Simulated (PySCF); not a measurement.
Calculation: PBE-D3(BJ)/def2-TZVP // TPSS-D3(BJ)/def2-SVP run with PySCF 2.14.0. Isolated molecules, 0 K electronic values unless said otherwise. One relaxed conformer stands for a flexible species; it need not be the lowest. 

Reference species: [Y(F)3] (neutral, multiplicity 1).

```yaml
coordination_number: 3
mean_distance_from_the_central_atom_to_its_bonded_neighbours: 2.004 Å
HOMO–LUMO gap: 5.40 eV
```

Changed species: [Y(OH)3] (3 of 3 F replaced by OH; the reference has 0 of 3 F replaced by OH).

Task: Predict the effect on the coordination number, mean distance from the central atom to its bonded neighbours and HOMO–LUMO gap.

Result: the coordination number is nearly the same; the mean distance from the central atom to its bonded neighbours goes up by 0.032 Å, to 2.036 Å; the HOMO–LUMO gap drops by 1.29 eV, to 4.11 eV.
